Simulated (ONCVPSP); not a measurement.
## LDA (Perdew-Zunger) ONCV dataset for Al (Z = 13), non-relativistic all-electron reference.

ONCVPSP 4.0.1 was run on this input:

```
# ATOM AND REFERENCE CONFIGURATION
# atsym  z   nc   nv     iexc    psfile
  Al 13.00    3    2        3      upf
#
#   n    l    f
    1    0    2.00
    2    0    2.00
    2    1    6.00
    3    0    2.00
    3    1    1.00
#
# PSEUDOPOTENTIAL AND OPTIMIZATION
# lmax
    1
#
#   l,   rc,      ep,       ncon, nbas, qcut
    0    1.70    0.00    4    7    3.20
    1    1.95    0.00    4    7    3.60
#
# LOCAL POTENTIAL
# lloc, lpopt,  rc(5),   dvloc0
    4    5    1.15    0.00
#
# VANDERBILT-KLEINMAN-BYLANDER PROJECTORs
# l, nproj, debl
    0    1    3.80
    1    2    1.40
#
# MODEL CORE CHARGE
# icmod, fcfact, rcfact
    0    0.00    0.00
#
# LOG DERIVATIVE ANALYSIS
# epsh1, epsh2, depsh
   -2.00    5.00    0.02
#
# OUTPUT GRID
# rlmax, drl
    6.00    0.01
#
# TEST CONFIGURATIONS
# ncnf
    4
# nvcnf
#   n    l    f
    2
    3    0    2.00
    3    1    0.00
#
    2
    3    0    1.00
    3    1    0.00
#
    2
    3    0    2.00
    3    1    0.50
#
    2
    3    0    0.00
    3    1    3.00
#
```

Command:

```bash
oncvpspnr.x < Al.dat > Al.out
```

Output (shortened: citation, most of the input echo, consistency checks and plot data are left out):

```
ONCVPSP  (Optimized Norm-Conservinng Vanderbilt PSeudopotential)
scalar-relativistic version 4.0.1

#   n    l    f        energy (Ha)
    1    0    2.00    -5.5155945E+01
    2    0    2.00    -3.9340679E+00
    2    1    6.00    -2.5633020E+00
    3    0    2.00    -2.8709406E-01
    3    1    1.00    -1.0276930E-01

Reference configufation results
  iterations    24
  all-electron total energy (Ha)   -2.41308832D+02

Begin loop to  construct optimized pseudo wave functions
and semi-local pseudopoentials for all angular momenta

Calculating optimized projector #   1

 for l=   0

    Fraction of norm inside rc  0.200177
    Optimizing pswf for qcut=   3.21 a_B^-1,  ecut=   5.15 Ha
    Residual kinetic energy error=  1.65D-03 Ha

    Energy error per electron        Cutoff
         Ha          eV             Ha
         0.01000     0.27211        3.37
         0.00100     0.02721        5.69
         0.00010     0.00272       14.23
         0.00001     0.00027       27.91

   Wellstate for l =  1  n =  4
     eigenvalue =   1.2972
     asymptotic potential =   1.7972
     half-point radius =  3.3520

Calculating optimized projector #   1

 for l=   1

    Fraction of norm inside rc  0.144363
    Optimizing pswf for qcut=   3.61 a_B^-1,  ecut=   6.51 Ha
    Residual kinetic energy error=  2.47D-05 Ha

    Energy error per electron        Cutoff
         Ha          eV             Ha
         0.01000     0.27211        1.31
         0.00100     0.02721        2.13
         0.00010     0.00272        3.89
         0.00001     0.00027       15.17

Calculating optimized projector #   2

 for l=   1

    Fraction of norm inside rc  0.276091
    Optimizing pswf for qcut=   3.61 a_B^-1,  ecut=   6.51 Ha
    Residual kinetic energy error=  8.04D-03 Ha

    Energy error per electron        Cutoff
         Ha          eV             Ha
         0.01000     0.27211        4.75
         0.00100     0.02721       43.83
         0.00010     0.00272       53.42
         0.00001     0.00027       69.67

Construct Vanderbilt / Kleinmman-Bylander projectors

B matrix Hermiticity error, ll=   1
   1   2    2.3664E-08

  Orthonormal projector coefficients  4.5128E+00  1.1357E+00

Pseudoatom total energy   -1.943449

Diagnostic tests using Vanderbilt-Kleinman-Bylander pseudopotentials
  1 or more projectors used as specified by nproj input data

   l    rcore       rmatch      e in        delta e   norm test  slope test

   0   1.7092837   1.7611813  -0.2870941  -0.0000000   1.0000000   1.0000001

   1   1.9614070   2.0209595  -0.1027693  -0.0000000   1.0000000   1.0000000
   1   1.9614070   2.0209595   1.2972307  -0.0000001   1.0000001   1.0000001

 Testing for bound ghosts
   n   l    E NL Schr. Eq   E Basis Diag.   E Cutoff

   1   0       -0.287094       -0.267343     42.48

   2   1       -0.102769       -0.072810     57.16

 Testing for highly-localized positive-energy ghosts
       l    <radius>/rc     E Basis Diag.   E Cutoff

Test configuration 0

   n   l     f        eae           eps        diff
   1   0  2.0000  -55.15594489
   2   0  2.0000   -3.93406789
   2   1  6.0000   -2.56330197
   3   0  2.0000   -0.28709406   -0.28709406   -6.78D-09
   3   1  1.0000   -0.10276930   -0.10276930   -3.21D-09

    Total energies and differences
      AE_ref= -2.41308832D+02  AE_tst= -2.41308832D+02  dif=  0.00D+00
      PS_ref= -1.94344853D+00  PS_tst= -1.94344853D+00  dif= -8.88D-16
      PSP excitation error=  8.88D-16

Test configuration 1

   n   l     f        eae           eps        diff
   1   0  2.0000  -55.46928542
   2   0  2.0000   -4.24163334
   2   1  6.0000   -2.87128534
   3   0  2.0000   -0.54744951   -0.54637624    1.07D-03

    Total energies and differences
      AE_ref= -2.41308832D+02  AE_tst= -2.41093608D+02  dif=  2.15D-01
      PS_ref= -1.94344853D+00  PS_tst= -1.72845647D+00  dif=  2.15D-01
      PSP excitation error=  2.32D-04

Test configuration 2

   n   l     f        eae           eps        diff
   1   0  2.0000  -55.93386065
   2   0  2.0000   -4.69215944
   2   1  6.0000   -3.32179117
   3   0  1.0000   -0.87800535   -0.87036781    7.64D-03

    Total energies and differences
      AE_ref= -2.41308832D+02  AE_tst= -2.40382779D+02  dif=  9.26D-01
      PS_ref= -1.94344853D+00  PS_tst= -1.02134501D+00  dif=  9.22D-01
      PSP excitation error=  3.95D-03

Test configuration 3

   n   l     f        eae           eps        diff
   1   0  2.0000  -55.29942604
   2   0  2.0000   -4.07555418
   2   1  6.0000   -2.70495065
   3   0  2.0000   -0.41009384   -0.40981250    2.81D-04
   3   1  0.5000   -0.21292459   -0.21276096    1.64D-04

    Total energies and differences
      AE_ref= -2.41308832D+02  AE_tst= -2.41230575D+02  dif=  7.83D-02
      PS_ref= -1.94344853D+00  PS_tst= -1.86522208D+00  dif=  7.82D-02
      PSP excitation error=  3.04D-05

Test configuration 4

   n   l     f        eae           eps        diff
   1   0  2.0000  -55.28239082
   2   0  2.0000   -4.05807993
   2   1  6.0000   -2.68617276
   3   1  3.0000   -0.14497473   -0.14463871    3.36D-04

    Total energies and differences
      AE_ref= -2.41308832D+02  AE_tst= -2.40925339D+02  dif=  3.83D-01
      PS_ref= -1.94344853D+00  PS_tst= -1.56114125D+00  dif=  3.82D-01
      PSP excitation error=  1.19D-03
```

oncvpspnr.x prints “scalar-relativistic version” in its banner although the run is non-relativistic.

The run took about 1.5 s on one core of a shared server CPU.
